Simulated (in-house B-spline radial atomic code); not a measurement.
# The xenon ion Xe⁶⁺: [Kr] 4d10 5s2

Method: non-relativistic PW91, spin-polarised, spherical fractional occupations, point nucleus. Calculated with a radial B-spline atomic code at the basis-set limit.

Screening seen three ways: the hydrogenic charge with the same mean radius, Z_r = [3n² - l(l+1)]/(2<r>), the one with the same energy, Z_e = n√(-2ε), and Slater's rules. Values are occupation-weighted means over spin.

```tsv
shell	electrons	ε (eV)	<r> (bohr)	Z_r	Z_e	Slater
1s	2	-33006	0.02814	53.30	49.25	53.70
2s	2	-5070.2	0.121	49.58	38.61	49.85
2p	6	-4776.2	0.103	48.54	37.47	49.85
3s	2	-1095.7	0.3204	42.14	26.92	42.75
3p	6	-971.28	0.3106	40.25	25.35	42.75
3d	10	-739.76	0.2811	37.35	22.12	32.85
4s	2	-257.29	0.7445	32.24	17.39	26.25
4p	6	-212.99	0.7741	29.71	15.83	26.25
4d	10	-136.66	0.8577	24.49	12.68	14.85
5s	2	-83.325	1.691	22.17	12.37	10.35
```

The least bound orbital is 5s at -83.33 eV, and it is also the most diffuse (<r> = 1.691 bohr).
